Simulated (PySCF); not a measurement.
Gas-phase reaction: 2 GaH + C4H6 (butadiene) + 6 H → 2 GaH(CH3)2

Energies from PySCF, thermal terms from the rigid-rotor harmonic-oscillator model, ideal gas at 1 bar. † marks an energy on the PBE0/def2-TZVP geometry and frequencies; other levels use their own. CCSD(T) freezes the core. Open shells (unrestricted): H (multiplicity 2); the rest are closed-shell singlets. Ga: all electrons, no relativistic terms. Methyl groups turn as free rotors in GaH(CH3)2. GaH, GaH(CH3)2: computed as isolated molecules; such fragments, hydroxides, amides, oligomers or adducts are transient or little studied in the gas. CCSD(T) isn't extrapolated to the basis-set limit; its ΔH°(298 K) is -1688.6 kJ in def2-SVP and -1789.8 kJ in def2-TZVPP. The harmonic model lacks anharmonicity and excited electronic states, which grow with temperature; levels with a mode under 35 cm⁻¹ are left out. Internal rotation in C4H6 (butadiene) is treated as a harmonic vibration of one conformer, which makes the entropy rough.

```json
[
 {"level": "CCSD(T)/def2-TZVPP†", "ΔE electronic, kJ": "-1918", "ΔH°(298 K), kJ": "-1790", "ΔS°(298 K), J/K": "-725", "ΔG°(1600 K), kJ": "-550"},
 {"level": "HF/def2-TZVP†", "ΔE electronic, kJ": "-1526", "ΔH°(298 K), kJ": "-1397", "ΔS°(298 K), J/K": "-725", "ΔG°(1600 K), kJ": "-158"},
 {"level": "M06-2X/def2-TZVP†", "ΔE electronic, kJ": "-1895", "ΔH°(298 K), kJ": "-1767", "ΔS°(298 K), J/K": "-725", "ΔG°(1600 K), kJ": "-527"},
 {"level": "PBE/def2-SVP", "ΔE electronic, kJ": "-1820", "ΔH°(298 K), kJ": "-1695", "ΔS°(298 K), J/K": "-723", "ΔG°(1600 K), kJ": "-462"},
 {"level": "PBE0/def2-TZVP", "ΔE electronic, kJ": "-1875", "ΔH°(298 K), kJ": "-1747", "ΔS°(298 K), J/K": "-725", "ΔG°(1600 K), kJ": "-507"},
 {"level": "LDA/def2-TZVP†", "ΔE electronic, kJ": "-2069", "ΔH°(298 K), kJ": "-1940", "ΔS°(298 K), J/K": "-725", "ΔG°(1600 K), kJ": "-701"}
]
```
ΔH° is lowest at LDA/def2-TZVP† and highest at HF/def2-TZVP†. No reference value is set beside these.
